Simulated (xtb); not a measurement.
Input file for xtb: GFN1-xTB on AsH5Se (a complex), monomers drawn apart or pushed together.

```
$ xtb mol.xyz --gfn 1 --sp --chrg 0 --uhf 0
7

As    -0.18873439    -0.11764323    -0.35513058
H     -0.15343769    -0.09021150    -1.88060545
H      1.30997495     0.13332965    -0.25091682
H     -0.50743476     1.36942323    -0.26976997
Se     0.01152398    -0.69078332     4.82872097
H     -1.43228513    -0.75935109     4.56650564
H     -0.21902856    -0.18193955     6.19055221
```

Program output:

```
[...]
           -------------------------------------------------
          |                Calculation Setup                |
           -------------------------------------------------



molecular fragmentation (1/2 indicates fragments):
1111222
# atoms in fragment 1/2:     4     3
 fragment masses (1/2) :       77.95       80.98
CMA distance (Bohr)    :   9.922
constraining FC (au)   :  0.0500

           -------------------------------------------------
          |                 G F N 1 - x T B                 |
           -------------------------------------------------

        Reference                      10.1021/acs.jctc.7b00118
      * Hamiltonian:
        H0-scaling (s, p, d)           1.850000    2.250000    2.000000
        zeta-weighting                 0.000000
      * Dispersion:
        s8                             2.400000
        a1                             0.630000
        a2                             5.000000
        s9                             0.000000
      * Repulsion:
        kExp                           1.500000
        rExp                           1.000000
      * Coulomb:
        alpha                          2.000000
        third order                    atomic
        anisotropic                    false
      * Halogen bond correction:
        rad-scale                      1.300000
        damping                        0.440000


          ...................................................
          :                      SETUP                      :
          :.................................................:
          :  # basis functions                  30          :
          :  # atomic orbitals                  28          :
          :  # shells                           16          :
          :  # electrons                        16          :
          :  # halogen bonds                     0          :
          :  max. iterations                   250          :
          :  Hamiltonian                  GFN1-xTB          :
          :  restarted?                      false          :
          :  GBSA solvation                  false          :
          :  PC potential                    false          :
          :  electronic temp.          300.0000000     K    :
          :  accuracy                    1.0000000          :
          :  -> integral cutoff          0.2500000E+02      :
          :  -> integral neglect         0.1000000E-07      :
          :  -> SCF convergence          0.1000000E-05 Eh   :
          :  -> wf. convergence          0.2000000E-04 e    :
          :  Broyden damping             0.4000000          :
          :  net charge                          0          :
          :  unpaired electrons                  0          :
          ...................................................

 iter      E             dE          RMSdq      gap      omega  full diag
   1     -8.3230874 -0.832309E+01  0.278E+00    4.79       0.0  T
   2     -8.3721026 -0.490152E-01  0.238E+00    3.34       1.0  T
   3     -8.4145138 -0.424112E-01  0.587E-01    4.59       1.0  T
   4     -8.4142959  0.217916E-03  0.414E-01    4.72       1.0  T
   5     -8.4145423 -0.246395E-03  0.729E-03    5.03       5.2  T
   6     -8.4145423 -0.486895E-07  0.321E-03    5.03      11.8  T
   7     -8.4145424 -0.552415E-07  0.511E-04    5.03      73.9  T
   8     -8.4145424  0.364006E-09  0.243E-04    5.03     155.6  T
   9     -8.4145424 -0.442794E-09  0.700E-06    5.03    5397.2  T
  10     -8.4145424 -0.293099E-12  0.210E-06    5.03   18016.7  T

   *** convergence criteria satisfied after 10 iterations ***

         #    Occupation            Energy/Eh            Energy/eV
      -------------------------------------------------------------
         1        2.0000           -0.8554475             -23.2779
         2        2.0000           -0.7089562             -19.2917
         3        2.0000           -0.4976750             -13.5424
         4        2.0000           -0.4772647             -12.9870
         5        2.0000           -0.4742651             -12.9054
         6        2.0000           -0.4741543             -12.9024
         7        2.0000           -0.4212481             -11.4627
         8        2.0000           -0.3752410             -10.2108 (HOMO)
         9                         -0.1905251              -5.1845 (LUMO)
        10                         -0.1903735              -5.1803
        11                         -0.1588253              -4.3219
        12                         -0.1279112              -3.4806
        13                         -0.0795646              -2.1651
       ...                                ...                  ...
        28                          0.8035030              21.8644
      -------------------------------------------------------------
                  HL-Gap            0.1847160 Eh            5.0264 eV
             Fermi-level           -0.2828831 Eh           -7.6976 eV

 SCC (total)                   0 d,  0 h,  0 min,  0.016 sec
 SCC setup                      ...        0 min,  0.000 sec (  0.907%)
 Dispersion                     ...        0 min,  0.000 sec (  0.312%)
 classical contributions        ...        0 min,  0.000 sec (  0.131%)
 integral evaluation            ...        0 min,  0.003 sec ( 17.179%)
 iterations                     ...        0 min,  0.003 sec ( 22.243%)
 molecular gradient             ...        0 min,  0.009 sec ( 55.380%)
 printout                       ...        0 min,  0.001 sec (  3.671%)

         :::::::::::::::::::::::::::::::::::::::::::::::::::::
         ::                     SUMMARY                     ::
         :::::::::::::::::::::::::::::::::::::::::::::::::::::
         :: total energy              -8.391641469552 Eh    ::
         :: gradient norm              0.028907629955 Eh/a0 ::
         :: HOMO-LUMO gap              5.026377962728 eV    ::
         ::.................................................::
         :: SCC energy                -8.414542401515 Eh    ::
         :: -> electrostatic           0.001801852255 Eh    ::
         :: repulsion energy           0.024142263228 Eh    ::
         :: dispersion energy         -0.001241331265 Eh    ::
         :: halogen bond corr.         0.000000000000 Eh    ::
         :: add. restraining           0.000000000000 Eh    ::
         :: total charge              -0.000000000000 e     ::
         :::::::::::::::::::::::::::::::::::::::::::::::::::::

           -------------------------------------------------
          |                Property Printout                |
           -------------------------------------------------

    * Orbital Energies and Occupations

         #    Occupation            Energy/Eh            Energy/eV
      -------------------------------------------------------------
         1        2.0000           -0.8554475             -23.2779
         2        2.0000           -0.7089562             -19.2917
         3        2.0000           -0.4976750             -13.5424
         4        2.0000           -0.4772647             -12.9870
         5        2.0000           -0.4742651             -12.9054
         6        2.0000           -0.4741543             -12.9024
         7        2.0000           -0.4212481             -11.4627
         8        2.0000           -0.3752410             -10.2108 (HOMO)
         9                         -0.1905251              -5.1845 (LUMO)
        10                         -0.1903735              -5.1803
        11                         -0.1588253              -4.3219
        12                         -0.1279112              -3.4806
        13                         -0.0795646              -2.1651
        14                         -0.0784836              -2.1356
Note: The following floating-point exceptions are signalling: IEEE_DENORMAL
normal termination of xtb
        15                         -0.0781140              -2.1256
        16                         -0.0706230              -1.9217
        17                         -0.0675428              -1.8379
        18                         -0.0673941              -1.8339
        19                         -0.0642318              -1.7478
       ...                                ...                  ...
        28                          0.8035030              21.8644
      -------------------------------------------------------------
                  HL-Gap            0.1847160 Eh            5.0264 eV
             Fermi-level           -0.2828831 Eh           -7.6976 eV

  Mulliken/CM5 charges         n(s)   n(p)   n(d)
     1As    0.07529 -0.09962   1.800  3.059  0.065
     2H    -0.02606  0.03195   1.026  0.000  0.000
     3H    -0.02487  0.03358   1.025  0.000  0.000
     4H    -0.02547  0.03297   1.025  0.000  0.000
     5Se   -0.06732 -0.16520   1.930  4.160 -0.023
     6H     0.03411  0.08324   0.966  0.000  0.000
     7H     0.03432  0.08309   0.966  0.000  0.000

Wiberg/Mayer (AO) data.
largest (>0.10) Wiberg bond orders for each atom

 ---------------------------------------------------------------------------
     #   Z sym  total        # sym  WBO       # sym  WBO       # sym  WBO
 ---------------------------------------------------------------------------
     1  33 As   2.982 --     3 H    0.993     4 H    0.993     2 H    0.993
     2   1 H    1.000 --     1 As   0.993
     3   1 H    1.000 --     1 As   0.993
     4   1 H    1.000 --     1 As   0.993
     5  34 Se   2.006 --     6 H    1.002     7 H    1.002
     6   1 H    1.002 --     5 Se   1.002
     7   1 H    1.002 --     5 Se   1.002
 ---------------------------------------------------------------------------

Topologies differ in total number of bonds
Writing topology from bond orders to xtbtopo.mol

 dipole moment from electron density (au)
     X       Y       Z
  -0.0451   0.1234   0.0098  total (Debye):    0.335


           -------------------------------------------------
          | TOTAL ENERGY               -8.391641469552 Eh   |
          | GRADIENT NORM               0.028907629955 Eh/α |
          | HOMO-LUMO GAP               5.026377962728 eV   |
           -------------------------------------------------

------------------------------------------------------------------------
------------------------------------------------------------------------
 total:
 SCF:
```

The run finished.

Cost: about 0.05 core-seconds (a rough figure).
